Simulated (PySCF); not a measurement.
Magnetisability: `CC[Si](Br)(Br)CC`, C4H10Br2Si

Geometry (Å), atoms numbered from 1 in this order:
```xyz
17

Si   -0.277   -0.019   -0.195
C    -0.382   -0.024    1.698
C    -1.815    0.092    2.207
H     0.212    0.800    2.098
H     0.064   -0.944    2.080
H    -1.834    0.070    3.294
H    -2.271    1.024    1.879
H    -2.424   -0.734    1.843
C     1.477   -0.038   -0.918
C     1.485   -0.031   -2.443
H     2.007   -0.921   -0.558
H     2.028    0.829   -0.550
H     2.506   -0.041   -2.818
H     0.973   -0.907   -2.838
H     0.992    0.858   -2.831
Br   -1.347    1.782   -0.978
Br   -1.391   -1.797   -0.971
```

The calculation used GIAO PBE/def2-SVP magnetisability, rotational g tensor and spin-rotation constants, non-relativistic, gas phase (PySCF 2.14.0). Geometry: GFN2-xTB.

The calculation is non-relativistic, which matters for the atoms heavier than Zn.

**Question.** How diamagnetic is it, and how anisotropic?

**Answer.** Isotropic -2096 × 10⁻³⁰ J/T², or -126.2 × 10⁻⁶ cm³/mol; principal values -2135, -2095, -2059 × 10⁻³⁰ J/T², anisotropy 66 × 10⁻³⁰ J/T² (root of half the summed squared differences of the principal values). The susceptibility is in cgs units.

**Question.** Split it along the inertial axes a, b, c into diamagnetic and paramagnetic parts about the centre of mass, with the quadrupole moment.

**Answer.** 
| axis | χ (10⁻⁶ cm³/mol) | diamagnetic (10⁻⁶ cm³/mol) | paramagnetic (10⁻⁶ cm³/mol) | summed x² of all electrons (Å²) | quadrupole Θ (D Å) |
| --- | --- | --- | --- | --- | --- |
| a | -128.6 | -1431.4 | 1302.8 | 246.8 | -4.88 |
| b | -124.0 | -1563.9 | 1439.9 | 215.6 | +2.01 |
| c | -126.2 | -1961.5 | 1835.4 | 121.8 | +2.87 |

Anisotropies 2χaa − χbb − χcc = -7.0 and 2χbb − χaa − χcc = +6.7 × 10⁻⁶ cm³/mol. Θ is traceless in Buckingham's convention.

**Question.** And the rotational g tensor?

**Answer.** 
| axis | rotational constant (GHz) | g | nuclear part | electronic part |
| --- | --- | --- | --- | --- |
| a | 0.9688 | -0.0007 | 0.5923 | -0.5929 |
| b | 0.7176 | -0.0034 | 0.4820 | -0.4854 |
| c | 0.6009 | -0.0024 | 0.5158 | -0.5182 |

Asymmetric top; isotopes 79Br, 12C, 1H, 28Si; no vibrational averaging.
